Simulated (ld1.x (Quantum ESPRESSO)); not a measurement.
# Before and after: PAW potential for molybdenum

| Property | Result |
| --- | --- |
| Element | molybdenum |
| Generator | ld1.x (Quantum ESPRESSO) 7.5 |
| Type | PAW |
| Functional | revPBE |
| Relativity | scalar-relativistic |
| Frozen core | [Ar] 3d10 |
| Valence charge | 14 |
| Reference configuration | 4s2 4p6 4d5.5 5s0.5 5p0 |
| Partial waves | 4s (bound): rcut 1.75, rcutus 1.95 bohr; 5s (bound): rcut 1.75, rcutus 1.95 bohr; 4p (bound): rcut 1.65, rcutus 2.05 bohr; 5p (bound, empty): rcut 1.65, rcutus 2.05 bohr; 4d (bound): rcut 1.90, rcutus 2.35 bohr; 4d channel at 2.45 Ry: rcut 1.90, rcutus 2.35 bohr |
| Local potential | all-electron potential smoothed inside 2.25 bohr (lloc = -2) |
| Core correction | a·sin(br)/r model core, default radius (core density twice the valence density) |
| Augmentation charge | PSQ, inside the norm-conserving radii |

Change: wave 4d channel at 2.45 Ry: rcut 1.90, rcutus 2.35 bohr becomes 4d channel at 2.13 Ry: rcut 1.90, rcutus 2.35 bohr.

Cutoffs: the cutoffs (Ry, on a coarse ladder) from which the occupation-weighted sum of valence levels, in a spherical-Bessel basis at the reference potential, stays within 10 and 1 mRy of its value at 400 Ry; they do not see the model core or the augmentation charge, which bear on the density cutoff. Errors are all-electron minus pseudo energies relative to the spin-unpolarised reference configuration.

What does the change do?

The potential gets neither clearly harder nor softer (21 Ry and 35 Ry → 21 Ry and 35 Ry); the number of tests with a reliable result goes from 7 to 4 (the test run of the changed file stopped, so its transferability is not established); of the 4 tests that both files solve, the error grows in 1 and shrinks in 2 by more than 15 % and 0.3 meV (median size 1.8 → 1.3 meV); neither file shows a bound ghost.

| quantity | base | changed |
| --- | --- | --- |
| cutoff, loose | 21 Ry | 21 Ry |
| cutoff, tight | 35 Ry | 35 Ry |
| bound ghosts | none | none |
| tests with a reliable result | 7 of 7 | 4 of 7 (the test run stopped) |
| error for 4s2 4p6 4d5 5s1 5p0, meV [ΔE -0.26 eV] | +1.2 | +1.3 |
| error for 4s2 4p6 4d5 5s0 5p0, meV [ΔE 6.51 eV] | -1.3 | -0.4 |
| error for 4s2 4p6 4d4 5s0 5p0, meV [ΔE 21.88 eV] | -2.5 | +1.3 |
| error for 4s2 4p6 4d4 5s1 5p0, meV [ΔE 7.74 eV] | +2.4 | +4.1 |
| s: phases at 2.54 bohr within 0.05 rad from the reference energy up to (Ry; the scan ends near 5) | to the end of the scan | to the end of the scan |
| p: phases at 2.54 bohr within 0.05 rad from the reference energy up to (Ry; the scan ends near 5) | to the end of the scan | to the end of the scan |
| d: phases at 2.54 bohr within 0.05 rad from the reference energy up to (Ry; the scan ends near 5) | to the end of the scan | to the end of the scan |
| lowest overlap eigenvalue by channel | s 0.09, p 0.09, d 0.86 | s 0.09, p 0.09, d 0.19 |
